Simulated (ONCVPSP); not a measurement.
What one change does to a pseudopotential (chromium (Cr), ONCV)

- Element: chromium
- Generator: ONCVPSP 4.0.1
- Type: optimised norm-conserving Vanderbilt (ONCV)
- Functional: PBE
- Relativity: scalar-relativistic
- Frozen core: [Ne]
- Valence charge: 14
- Reference configuration: 3s2 3p6 3d5 4s0.75 (charge +0.25)
- Partial waves: 3s+4s: rc 1.60 bohr, ncon 4, nbas 7, qcut 9.8 1/bohr, 3 projectors, debl 1.4 Ha; 3p: rc 1.45 bohr, ncon 3, nbas 7, qcut 8.7 1/bohr, 1 projector; 3d: rc 1.30 bohr, ncon 4, nbas 9, qcut 12 1/bohr, 1 projector
- Local potential: polynomial inside 1.10 bohr (lpopt 5, dvloc0 0 Ha)
- Core correction: Teter function, fcfact 4, rcfact 1.45

Change: s: qcut 6.5; p: qcut 5.8; d: qcut 8.

Cutoffs: the cutoffs (Ha) at which the residual kinetic energy of the hardest occupied pseudo-wave falls to 1 and 0.1 mHa per electron; they do not see the model core or the augmentation charge, which bear on the density cutoff. Errors are all-electron minus pseudo energies relative to the spin-unpolarised reference configuration.

**Question.** What does the change do?

**Answer.** The potential gets harder (53 Ha and 61 Ha → 123 Ha and 185 Ha); of the 4 tests that both files solve, the error grows in 2 and shrinks in 0 by more than 15 % and 0.3 meV (median size 1.0 → 3.4 meV); the range in which the p phases agree narrows (upper end 2.5 → 1.1); neither file shows a bound ghost.

| quantity | base | changed |
| --- | --- | --- |
| cutoff, loose | 53 Ha | 123 Ha |
| cutoff, tight | 61 Ha | 185 Ha |
| loose cutoff by channel | s 26 Ha, p 26 Ha, d 53 Ha | s 9.6 Ha, p 46 Ha, d 123 Ha |
| bound ghosts | none | none |
| GHOST(+) flags under 300 eV | none | none |
| error for 3s2 3p6 3d5 4s1, meV [ΔE -1.18 eV] | -0.2 | -0.2 |
| error for 3s2 3p6 3d5 4s0, meV [ΔE 5.73 eV] | +0.1 | +0.2 |
| error for 3s2 3p6 3d4 4s0, meV [ΔE 21.78 eV] | -2.3 | -6.6 |
| error for 3s2 3p6 3d5 4s0 4p1, meV [ΔE 1.95 eV] | +1.9 | -26 |
| s: phases at 1.62 bohr within 0.05 rad from the reference energy up to (Ha; the scan ends near 5) | to the end of the scan | to the end of the scan |
| p: phases at 1.47 bohr within 0.05 rad from the reference energy up to (Ha; the scan ends near 5) | 2.5 | 1.1 |
| d: phases at 1.32 bohr within 0.05 rad from the reference energy up to (Ha; the scan ends near 5) | 2.8 | 2.3 |
| rms error of d²Exc/dni dnj with the model core, mHa | 1.43 | 1.81 |
